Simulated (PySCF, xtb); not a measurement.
Cd(I)(GeH3) (CdGeH3I), SMILES [GeH3][Cd][I].

Harmonic wavenumbers (cm⁻¹) from xtb 6.7.1 with GFN2-xTB at its own minimum, in rising order: 25, 44, 167, 232, 316, 333, 825, 890, 894, 1859, 1930, 2015.

Problem. What does PBE-D3(BJ)/def2-SVP (PySCF) give at its own minimum? (The exact figures need the calculation; the answer reports its results.)

Solution. 51, 51, 149, 251, 405, 405, 743, 853, 853, 2062, 2083, 2083. Paired by order, the mean absolute difference is 68 cm⁻¹ and the zero-point energies are 13.6 and 14.3 kcal/mol.
